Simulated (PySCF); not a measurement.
Electronic structure of Nd⁴⁴⁺ (neodymium, charge +44) at the UHF level

Configuration: [Ne] 3s2 3p4, high-spin 3P determinant. All numbers are calculated (PySCF 2.14, the non-relativistic Hamiltonian (point nucleus), in an uncontracted even-tempered set (16 s from 8.4 bohr⁻², ratio 2.5; 10 p from 11 bohr⁻², ratio 2.5; 4 d from 48 bohr⁻², ratio 2.7; 4 f from 71 bohr⁻², ratio 2.7)).

```
Total energy                                                  : -7527.899164 hartree
One-electron energy                                           : -8357.2268 hartree
Hartree (Coulomb) energy                                      : 950.2240 hartree
Exchange energy                                               : -120.8964 hartree
Kinetic energy                                                : 7529.64773 hartree
⟨S²⟩                                                          : 2.0008
⟨L²⟩                                                          : 2.002
Sum of ⟨r⟩                                                    : 2.292 bohr
Sum of ⟨r²⟩                                                   : 0.5108 bohr²
Traceless quadrupole moment −½Σ⟨3z² − r²⟩ along its main axis : -0.0275 e·bohr²
Density at the nucleus (Gaussians lack the cusp)              : 152000 bohr⁻³
Spin density at the nucleus                                   : 4.04 bohr⁻³
```

```csv
shell,electrons,mean orbital energy (hartree),spread (hartree),"rms radius, mean of both spins (bohr)"
1s α,1,-1629.35743,0,0.0292
1s β,1,-1628.95280,0,0.0292
2s α,1,-340.69254,0,0.115
2s β,1,-340.42551,0,0.115
2p α,3,-328.66750,0.29701,0.0994
2p β,3,-328.18901,0.21197,0.0994
3s α,1,-135.12383,0,0.273
3s β,1,-133.59144,0,0.273
3p α,3,-130.14741,0.46829,0.262
3p β,1,-129.41623,0,0.262
```

A non-relativistic calculation at this Z misses sizeable relativistic shifts. Spin-orbit coupling is strong in this species (close to jj coupling), so the high-spin LS determinant is a model state, not a physical level.

Spin-orbit constants ζ (cm⁻¹) from the X2C one-electron operator on these orbitals (non-relativistic here): bare nucleus, nucleus screened by l(l+1)(2l+1)/3 electrons, and screened by the Breit-Pauli mean field of the electrons.

```tsv
shell	bare	screened nucleus	mean field
2p	2272000	2196000	2161000
3p	545500	527300	518700
```

To first order the Landé constant is A = -259400 cm⁻¹, so the lowest level has J = 2 and lies 32.2 eV below the centre of the term. This holds in LS coupling only, and this species is close to jj coupling.
